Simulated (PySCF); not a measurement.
Job for PySCF: R-B3LYP/6-311+G** on ClH3 (a complex), monomers drawn apart or pushed together.

```python
from pyscf import gto, scf, dft, mp
from pyscf.data.elements import chemcore

mol = gto.M(
    atom='''
    Cl   -0.11795616   -0.58843122   -0.72128949
    H    -0.07378760   -0.40224195    0.54698815
    H    -0.34083450    0.07723996    3.14376521
    H     0.37767294   -0.11968787    3.14681109
    ''',
    basis='6-311+g**',
    charge=0, spin=0, verbose=3, max_memory=1800)
mf = dft.RKS(mol, xc='b3lyp')
mf.conv_tol = 1e-8
mf.max_cycle = 100
mf.kernel()
if not mf.converged:
    mf = mf.newton().run(mf.mo_coeff, mf.mo_occ)
```

It printed:

```
converged SCF energy = -462.013730623711
```

The run converged.

Cost: around 1.5 core-seconds (rough).
